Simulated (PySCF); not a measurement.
**Ionising HgC**

LDA; PySCF, scalar-relativistic core potentials, basis sets Hg def2-SVPD with ECP60, C def2-SVPD. Neutral (UKS): triplet (π ↑↑), Re = 2.066 Å, ωe = 467 cm⁻¹, De = 1.43 eV, HOMO -5.37 eV, LUMO -4.31 eV.

HgC⁺ (UKS): doublet (π ↑), Re = 2.081 Å, ωe = 455 cm⁻¹, De = 3.06 eV to Hg⁺ + C. The energies at the minima are -190.77308 hartree for HgC and -190.43268 for HgC⁺.

(1) Work out the adiabatic ionisation energy, without and with harmonic zero-point energies (1 hartree = 27.2114 eV, 1 eV = 8065.5 cm⁻¹), and the change of the bond length.

Spin–orbit coupling is left out, which matters for elements this heavy, above all for dissociation energies. For an ion De counts to the pair picked by the measured ionisation energies or electron affinities, which need not be the lowest pair at this level. States were picked by a PBE0 search and need not be the measured ground states.

Results:

(1) At LDA: 0.34040 hartree = 9.263 eV between the minima; the zero-point term (455.0 − 467.0)/2 cm⁻¹ = -0.001 eV makes it 9.262 eV. Re changes by +1.5 pm against the neutral. The electron leaves a π orbital, and the small change of length marks it as nearly non-bonding.
